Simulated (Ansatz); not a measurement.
Cost and result for the atomization energy of C₃H₆BCl (11 atoms, 11 bonds).

```xyz
11

B    -0.406   -0.995   -0.538
C     1.242    0.531    0.190
Cl    2.457    1.409   -0.635
C    -0.072    0.787    0.041
C    -1.101   -0.134    0.586
H     0.352   -1.855   -0.200
H    -0.688   -0.867   -1.692
H     1.629   -0.195    0.892
H    -0.370    1.544   -0.675
H    -0.934   -0.461    1.608
H    -2.108    0.236    0.422
```

Charge 0, multiplicity 1. The bonds changed during the relaxation, so this is another structure than the one it started from. Geometry: relaxed with PBE0-D4/def2-TZVP. It is one conformer, not always the lowest. Program: Ansatz. All runs use 4 threads of an Intel Xeon 6975P-C on a shared host. Times are those of one run each, without the atoms' runs, and a repeat can differ threefold. Electronic energies, without spin–orbit coupling; frozen cores. CCSD(T)/CBS adds CCSD(T) − MP2 in def2-TZVPP to the MP2 limit, and its time is that of the two runs behind it. T1 = 0.011. B3LYP takes the VWN-RPA correlation (the form of Gaussian; ORCA's B3LYP/G).

CCSD(T)/CBS is a level of theory with its own doubt, some kJ/mol a heavy atom from the limit and from the frozen cores, so smaller differences don't rank the functionals.

```json
{"level": "PBE-D4/def2-TZVPP (with forces)", "functions": "250", "wall time": "1.7 s", "atomization (kcal/mol)": "1040.8", "difference from CCSD(T)/CBS": "33.2", "per bond": "3.0"}
{"level": "PBE0-D4/def2-TZVPP", "functions": "250", "wall time": "1.9 s", "atomization (kcal/mol)": "1024.9", "difference from CCSD(T)/CBS": "17.3", "per bond": "1.6"}
{"level": "r2SCAN-D4/def2-TZVPP (with forces)", "functions": "250", "wall time": "2.6 s", "atomization (kcal/mol)": "1020.5", "difference from CCSD(T)/CBS": "12.9", "per bond": "1.2"}
{"level": "B3LYP-D4/def2-TZVPP (with forces)", "functions": "250", "wall time": "2.9 s", "atomization (kcal/mol)": "1012.1", "difference from CCSD(T)/CBS": "4.5", "per bond": "0.4"}
{"level": "B2PLYP/def2-TZVPP", "functions": "250", "wall time": "3.4 s", "atomization (kcal/mol)": "1002.3", "difference from CCSD(T)/CBS": "-5.3", "per bond": "-0.5"}
{"level": "ωB97X-V/def2-TZVPP", "functions": "250", "wall time": "3.7 s", "atomization (kcal/mol)": "1012.0", "difference from CCSD(T)/CBS": "4.4", "per bond": "0.4"}
{"level": "ωB97M-V/def2-TZVPP (with forces)", "functions": "250", "wall time": "5.5 s", "atomization (kcal/mol)": "1016.2", "difference from CCSD(T)/CBS": "8.6", "per bond": "0.8"}
{"level": "MP2/def2-QZVPP", "functions": "478", "wall time": "13 s", "atomization (kcal/mol)": "1018.9", "difference from CCSD(T)/CBS": "11.3", "per bond": "1.0"}
{"level": "CCSD(T)/def2-TZVPP", "functions": "250", "wall time": "35 s", "atomization (kcal/mol)": "985.4", "difference from CCSD(T)/CBS": "-22.2", "per bond": "-2.0"}
{"level": "CCSD(T)/CBS(def2)", "functions": "–", "wall time": "48 s", "atomization (kcal/mol)": "1007.6", "difference from CCSD(T)/CBS": "0.0", "per bond": "0.0"}
```

From PBE to PBE0 (25 % exact exchange), in def2-TZVPP and without D4, the atomization energy moves by −15.0 kcal/mol: exact exchange takes away binding that semilocal exchange gives to molecules. In def2-TZVPP, CCSD(T) changes the Hartree–Fock value by +230.2 kcal/mol (the triples alone add +16.4 kcal/mol) and MP2 by +250.6 kcal/mol; breaking electron pairs costs correlation energy, which Hartree–Fock lacks. The D4 term adds +8.6 kcal/mol with B3LYP and +4.5 kcal/mol with PBE0; it sums over pairs of atoms, weighted by their polarisabilities, and B3LYP, whose exchange is more repulsive, gets the larger term.
